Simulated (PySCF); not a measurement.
# I (iodine, neutral) across methods

[Kr] 4d10 5s2 5p5, 2P determinant. Computed with PySCF 2.14 in x2c-TZVPPall with one added diffuse shell each of s, p, d, f type (9s7p5d3f, 76 functions), with the spin-free X2C one-electron Hamiltonian (Gaussian nucleus).

| method | E (hartree) | mean ε 5s β (eV) | mean ε 5p α (eV) | mean ε 5p β (eV) | Σ⟨r²⟩ (bohr²) | ⟨S²⟩ |
| --- | --- | --- | --- | --- | --- | --- |
| UHF | -7112.66132 | -22.719 | -11.454 | -10.442 | 62.13 | 0.760 |
| LDA | -7109.05 | -17.347 | -7.542 | -6.915 | 61.69 | 0.751 |
| wB97X-V | -7115.27 | -21.543 | -10.887 | -10.247 | 61.60 | 0.753 |
| r2SCAN | -7115.58 | -17.387 | -7.803 | -7.050 | 61.60 | 0.755 |
| B97-3 | -7115.17 | -18.740 | -8.643 | -7.922 | 61.66 | 0.753 |
| HSE06 | -7115.13 | -18.314 | -8.219 | -7.506 | 61.70 | 0.753 |
| PBE | -7115.13 | -17.015 | -7.420 | -6.758 | 61.83 | 0.753 |
| BLYP | -7115.80 | -16.946 | -7.199 | -6.612 | 62.14 | 0.752 |

Question: Estimate the same row for PBE0.

Answer: E (hartree) = -7115.22; mean ε 5s β (eV) = -18.715; mean ε 5p α (eV) = -8.642; mean ε 5p β (eV) = -7.909; Σ⟨r²⟩ (bohr²) = 61.58; ⟨S²⟩ = 0.754.
